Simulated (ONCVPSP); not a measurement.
## gadolinium (Gd): one change to an ONCV potential, before and after

* Element: gadolinium (Gd)
* Generator: ONCVPSP 4.0.1
* Type: optimised norm-conserving Vanderbilt (ONCV)
* Functional: PBE
* Relativity: fully relativistic
* Frozen core: [Kr] 4d10
* Valence charge: 18
* Reference configuration: 4f7 5s2 5p6 5d1 6s2
* Partial waves: 5s+6s: rc 2.00 bohr, ncon 4, nbas 9, qcut 7.9 1/bohr, 2 projectors; 5p: rc 1.85 bohr, ncon 4, nbas 7, qcut 7.3 1/bohr, 3 projectors, debl 0.4 Ha; 5d: rc 2.45 bohr, ncon 4, nbas 8, qcut 3.9 1/bohr, 2 projectors, debl 3.6 Ha; 4f: rc 1.45 bohr, ncon 5, nbas 10, qcut 9.8 1/bohr, 2 projectors, debl 1.5 Ha
* Local potential: polynomial inside 1.15 bohr (lpopt 5, dvloc0 3 Ha)
* Core correction: Teter function, fcfact 2.25, rcfact 1.35

Open shells are filled in proportion to 2j + 1.

In the p channel the program set the typed energies aside and used -0.955, 0.250, 0.650 Ha (j = l + 1/2; the other j can differ).

Change: d: rc 2.56.

Cutoffs: the cutoffs (Ha) at which the residual kinetic energy of the hardest occupied pseudo-wave falls to 1 and 0.1 mHa per electron; they do not see the model core or the augmentation charge, which bear on the density cutoff. Errors are all-electron minus pseudo energies relative to the spin-unpolarised reference configuration.

**Question.** What does the change do?

**Answer.** The potential gets neither clearly harder nor softer (176 Ha and 206 Ha → 176 Ha and 206 Ha); a bound ghost appears in d, which as a rule spoils a file; of the 3 tests that both files solve, the error grows in 0 and shrinks in 1 by more than 15 % and 0.3 meV (median size 0.1 → 0.2 meV).

| quantity | base | changed |
| --- | --- | --- |
| cutoff, loose | 176 Ha | 176 Ha |
| cutoff, tight | 206 Ha | 206 Ha |
| loose cutoff by channel | s 18 Ha, p 18 Ha, d 7.6 Ha, f 176 Ha | s 18 Ha, p 18 Ha, d 7.4 Ha, f 176 Ha |
| bound ghosts | none | d3/2 |
| GHOST(+) flags under 300 eV | s at 11.5 eV, p3/2 at 263.2 eV | s at 11.5 eV, p3/2 at 263.2 eV |
| tests counted as reliable (solved cleanly; for ONCVPSP, near-neutral configurations with less than one 5d electron left out) | 3 of 4 | 3 of 4 |
| error for 4f7 5s2 5p6 5d1 6s1, meV [ΔE 6.65 eV] | +0.1 | +0.1 |
| error for 4f7 5s2 5p6 5d1 6s0, meV [ΔE 18.75 eV] | -0.1 | -0.2 |
| error for 4f7 5s2 5p6 5d2 6s1, meV [ΔE 1.77 eV] | -1.2 | -0.5 |
| s: phases at 2.03 bohr within 0.05 rad from the reference energy up to (Ha; the scan ends near 5) | 0.4 | 0.4 |
| p3/2: phases at 1.88 bohr within 0.05 rad from the reference energy up to (Ha; the scan ends near 5) | to the end of the scan | to the end of the scan |
| p1/2: phases at 1.88 bohr within 0.05 rad from the reference energy up to (Ha; the scan ends near 5) | to the end of the scan | to the end of the scan |
| f7/2: phases at 1.47 bohr within 0.05 rad from the reference energy up to (Ha; the scan ends near 5) | to the end of the scan | to the end of the scan |
| f5/2: phases at 1.47 bohr within 0.05 rad from the reference energy up to (Ha; the scan ends near 5) | to the end of the scan | to the end of the scan |
| rms error of d²Exc/dni dnj with the model core, mHa | 4.88 | 4.88 |

 A true bound ghost makes a file unfit for plane-wave use even where its test errors are small: the radial tests pick states by their node count and pass the ghost by.
